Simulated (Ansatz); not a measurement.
# InH3F− (SMILES [H][In-]([H])([H])[F]): methods side by side

InH3F− has 5 atoms, charge -1, and is taken as a singlet. As SMILES, `[H][In-]([H])([H])[F]`. The shape comes from GFN2-xTB, which is rough for such elements, and wasn't checked as a minimum.

```jsonl
{"atom": "In", "x (Å)": "0.0017", "y (Å)": "0.0031", "z (Å)": "-0.1344"}
{"atom": "F", "x (Å)": "0.0095", "y (Å)": "-0.0193", "z (Å)": "1.8835"}
{"atom": "H", "x (Å)": "1.6439", "y (Å)": "0.0097", "z (Å)": "-0.5932"}
{"atom": "H", "x (Å)": "-0.8322", "y (Å)": "1.4253", "z (Å)": "-0.5650"}
{"atom": "H", "x (Å)": "-0.8229", "y (Å)": "-1.4189", "z (Å)": "-0.5910"}
```

Quantity: the energy change with the In1–H5 bond stretched from 1.706 to 2.559 Å, in eV. The values are calculated.

```tsv
level	kind	program	value (eV)	less FCI/STO-3G	CPU time (all runs)
HF/STO-3G (restricted)	Hartree–Fock	Ansatz	3.00	+0.61	0.87 s
SVWN5/STO-3G (restricted)	LDA	Ansatz	2.48	+0.09	2.5 s
PBE/STO-3G (restricted)	GGA	Ansatz	2.24	-0.15	3.7 s
r2SCAN/STO-3G (restricted)	meta-GGA	Ansatz	2.41	+0.02	8.3 s
BHLYP/STO-3G (restricted)	global hybrid	Ansatz	2.75	+0.36	3.5 s
wB97X/STO-3G (restricted)	range-separated hybrid	Ansatz	2.68	+0.29	14 s
B2PLYP/STO-3G (restricted)	double hybrid	Ansatz	2.56	+0.17	5.4 s
RPA@PBE/STO-3G (restricted)	RPA	Ansatz	2.24	-0.15	6.7 s
BCCD(T)/STO-3G (restricted)	coupled cluster or CI	Ansatz	2.39	0.00	1.3 s
FCI/STO-3G	exact in the basis	Ansatz	2.39	0.00	24 s
```

FCI/STO-3G is exact within its basis and frozen core, so for wave-function methods in that basis the difference is their error; functionals converge differently with the basis, so for them it is only a difference. Spin-restricted single references rise too steeply as a bond breaks, Hartree–Fock most of all. All-electron rows without a relativistic Hamiltonian named are non-relativistic. Sets without diffuse functions describe the anion poorly. The first shape isn't each level's own minimum. The values span 2.24 to 3.00 eV. All rows use very small basis sets, so even the best lies far from the true value. In the correlated wave-function rows the outer d shell of In is correlated, in sets not made for it. Times are those of the runs behind each value, whatever else they computed, on shared processors of several kinds: orders of magnitude only.
